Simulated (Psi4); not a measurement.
C2H (SMILES [C]#C), doublet, geometry from GFN2-xTB; M06-2X/pcseg-1 in Psi4.

Psi4 was given this input:
```
memory 2 GB

molecule {
0 2
C    -0.00000000   -0.00000000   -0.46866096
C     0.00000000    0.00000000    0.72327087
H    -0.00000000   -0.00000000   -1.52765945
}

set {
  basis pcseg-1
  reference uks
}

energy('m06-2x')
print_variables()
```

Problem. What does Psi4 print? Leave out banner, timings and long lists.

Solution. 
```
   => Loading Basis Set <=

    Name: PCSEG-1
    Role: ORBITAL
    Keyword: BASIS

         ---------------------------------------------------------
                                   SCF
               by Justin Turney, Rob Parrish, Andy Simmonett
                          and Daniel G. A. Smith
                              UKS Reference
         ---------------------------------------------------------

  ==> Geometry <==

    Molecular point group: c2v
    Full point group: C_inf_v

    Geometry (in Angstrom), charge = 0, multiplicity = 2:

       Center              X                  Y                   Z               Mass
    ------------   -----------------  -----------------  -----------------  -----------------
         C            0.000000000000     0.000000000000    -0.529270208650    12.000000000000
         C            0.000000000000     0.000000000000     0.662661621350    12.000000000000
         H            0.000000000000     0.000000000000    -1.588268698650     1.007825032230

  Running in c2v symmetry.

  Rotational constants: A = ************  B =      1.50874  C =      1.50874 [cm^-1]
  Rotational constants: A = ************  B =  45230.93128  C =  45230.93128 [MHz]
  Nuclear repulsion =   20.391507554061143

  Charge       = 0
  Multiplicity = 2
  Electrons    = 13
  Nalpha       = 7
  Nbeta        = 6

  ==> Algorithm <==

  SCF Algorithm Type is DF.
  DIIS enabled.
  MOM disabled.
  Fractional occupation disabled.
  Guess Type is SAD.
  Energy threshold   = 1.00e-06
  Density threshold  = 1.00e-06
  Integral threshold = 1.00e-12

  ==> Primary Basis <==

  Basis Set: PCSEG-1
    Blend: PCSEG-1
    Number of shells: 15
    Number of basis functions: 33
    Number of Cartesian functions: 35
    Spherical Harmonics?: true
    Max angular momentum: 2

  ==> DFT Potential <==

   => LibXC <=

    Version 7.1.2
    S. Lehtola, C. Steigemann, M. J. T. Oliveira, and M. A. L. Marques,  SoftwareX 7, 1–5 (2018) (10.1016/j.softx.2017.11.002)

   => Composite Functional: M06-2X <=

    Hybrid M06-2X Meta-GGA XC Functional  (10.1007/s00214-007-0310-x)
    Y. Zhao and D. G. Truhlar,  Theor. Chem. Acc., 120, 215, 2008

    Deriv               =              1
    GGA                 =           TRUE
    Meta                =           TRUE

    Exchange Hybrid     =           TRUE
    MP2 Hybrid          =          FALSE

   => Exchange Functionals <=

    1.0000   XC_HYB_MGGA_X_M06_2X

   => Exact (HF) Exchange <=

    0.5400               HF

   => Correlation Functionals <=

    1.0000   XC_MGGA_C_M06_2X

   => LibXC Density Thresholds  <==

    XC_MGGA_C_M06_2X:  1.00E-12
    XC_HYB_MGGA_X_M06_2X:  1.00E-15

   => Molecular Quadrature <=

    Radial Scheme          =       TREUTLER
    Pruning Scheme         =           NONE
    Nuclear Scheme         =       TREUTLER

    Blocking Scheme        =         OCTREE
    BS radius alpha        =              1
    Pruning alpha          =              1
    Radial Points          =             75
    Spherical Points       =            302
    Total Points           =          65145
    Total Blocks           =            553
    Max Points             =            256
    Max Functions          =             33
    Weights Tolerance      =       1.00E-15

   => Loading Basis Set <=

    Name: (PCSEG-1 AUX)
    Role: JKFIT
    Keyword: DF_BASIS_SCF

  ==> Integral Setup <==

  SCF_SUBTYPE=INCORE selected. In-core MEM_DF algorithm will be used.
  Using in-core AOs.

  ==> MemDFJK: Density-Fitted J/K Matrices <==

    J tasked:                   Yes
    K tasked:                   Yes
    wK tasked:                   No
    Algorithm:                 Core
    Schwarz Cutoff:           1E-12
    Mask sparsity (%):       0.0000
    Fitting Condition:        1E-10

   => Auxiliary Basis Set <=

  Basis Set: (PCSEG-1 AUX)
    Blend: DEF2-UNIVERSAL-JKFIT
    Number of shells: 56
    Number of basis functions: 168
    Number of Cartesian functions: 198
[...]
    Irrep   Nso     Nmo
   -------------------------
     A1        17      17
     A2         2       2
     B1         7       7
     B2         7       7
   -------------------------
    Total      33      33
   -------------------------

  ==> Iterations <==

                           Total Energy        Delta E     RMS |[F,P]|

   @DF-UKS iter SAD:   -75.90723401807027   -7.59072e+01   0.00000e+00
   @DF-UKS iter   1:   -76.45851789451608   -5.51284e-01   2.21137e-02 DIIS/ADIIS
   @DF-UKS iter   2:   -76.45928437024290   -7.66476e-04   2.20295e-02 DIIS/ADIIS
   @DF-UKS iter   3:   -76.55519830800786   -9.59139e-02   6.31420e-03 DIIS/ADIIS
   @DF-UKS iter   4:   -76.56364684852126   -8.44854e-03   9.82351e-04 DIIS/ADIIS
   @DF-UKS iter   5:   -76.56402370865503   -3.76860e-04   2.87472e-04 DIIS/ADIIS
   @DF-UKS iter   6:   -76.56413963153111   -1.15923e-04   1.53937e-04 DIIS/ADIIS
   @DF-UKS iter   7:   -76.56417136860200   -3.17371e-05   5.00538e-05 DIIS
   @DF-UKS iter   8:   -76.56417529214427   -3.92354e-06   1.04665e-05 DIIS
   @DF-UKS iter   9:   -76.56417531584769   -2.37034e-08   1.76854e-06 DIIS
   @DF-UKS iter  10:   -76.56417531697494   -1.12725e-09   2.69658e-07 DIIS
  Energy and wave function converged.

  ==> Post-Iterations <==

   Electrons on quadrature grid:
      Nalpha   =    7.0000002238 ; deviation = 2.238e-07
      Nbeta    =    6.0000002061 ; deviation = 2.061e-07
      Ntotal   =   13.0000004299 ; deviation = 4.299e-07

   @Spin Contamination Metric:   2.344792869E-02
   @S^2 Expected:                7.500000000E-01
   @S^2 Observed:                7.734479287E-01
   @S   Expected:                5.000000000E-01
   @S   Observed:                5.000000000E-01

    Orbital Energies [Eh]
    ---------------------

    Alpha Occupied:

[...]
       1B1    -0.383223

    Alpha Virtual:

[...]
    Beta Occupied:

[...]
    Beta Virtual:

[...]
    Final Occupation by Irrep:
             A1    A2    B1    B2
    DOCC [     4,    0,    1,    1 ]
    SOCC [     1,    0,    0,    0 ]
    NA   [     5,    0,    1,    1 ]
    NB   [     4,    0,    1,    1 ]

  @DF-UKS Final Energy:   -76.56417531697494

   => Energetics <=

    Nuclear Repulsion Energy =             20.3915075540611426
    One-Electron Energy =                -142.2536433220306549
    Two-Electron Energy =                  50.6261442120321874
    DFT Exchange-Correlation Energy =      -5.3281837610376170
    Empirical Dispersion Energy =           0.0000000000000000
    VV10 Nonlocal Energy =                  0.0000000000000000
    Total Energy =                        -76.5641753169749393

  UHF NO Occupations:
  HONO-2 :    1 B1 1.9942203
  HONO-1 :    1 B2 1.9942203
  HONO-0 :    5 A1 1.0000000
  LUNO+0 :    2 B1 0.0057797
  LUNO+1 :    2 B2 0.0057797
  LUNO+2 :    6 A1 0.0001531
  LUNO+3 :    7 A1 0.0000448

Computation Completed

Properties will be evaluated at   0.000000,   0.000000,   0.000000 [a0]

Properties computed using the SCF density matrix

 Multipole Moments:

 ------------------------------------------------------------------------------------
     Multipole            Electronic (a.u.)      Nuclear  (a.u.)        Total (a.u.)
 ------------------------------------------------------------------------------------

 L = 1.  Multiply by 2.5417464519 to convert [e a0] to [Debye]
 Dipole X            :          0.0000000            0.0000000            0.0000000
 Dipole Y            :          0.0000000            0.0000000            0.0000000
 Dipole Z            :          1.1976671           -1.4889534           -0.2912863
 Magnitude           :                                                    0.2912863

 ------------------------------------------------------------------------------------

  Variable Map:
  ----------------------------------------------------------------------------
[...]
  Array Variable Map:
  ----------------------------------------------------------------------------
[...]
[...]
```
